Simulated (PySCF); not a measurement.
## Excitation energy of I(2+) by level of theory

I(2+) [Kr] 4d10 5s2 5p3 (4S) → I(2+) [Kr] 4d10 5s1 5p4, s spin flipped, as a difference of total energies. Calculation: PySCF 2.14, in x2c-QZVPPall (13s9p7d4f1g, 112 functions); scalar relativity by spin-free X2C-1e. Correlated levels: valence: [Kr] 4d10 frozen. The calculations carry no spin-orbit coupling.

| method | excitation energy (cm⁻¹) |
| --- | --- |
| UHF | 132830 |
| MP2 (valence) | 119390 |
| SCS-MP2 (valence) | 116760 |

The upper determinant mixes two multiplicities, so it lies between the two terms.

The coupled-cluster amplitudes are large for the upper state (T1 above 0.03 or a double amplitude above 0.15), so a single reference is strained.
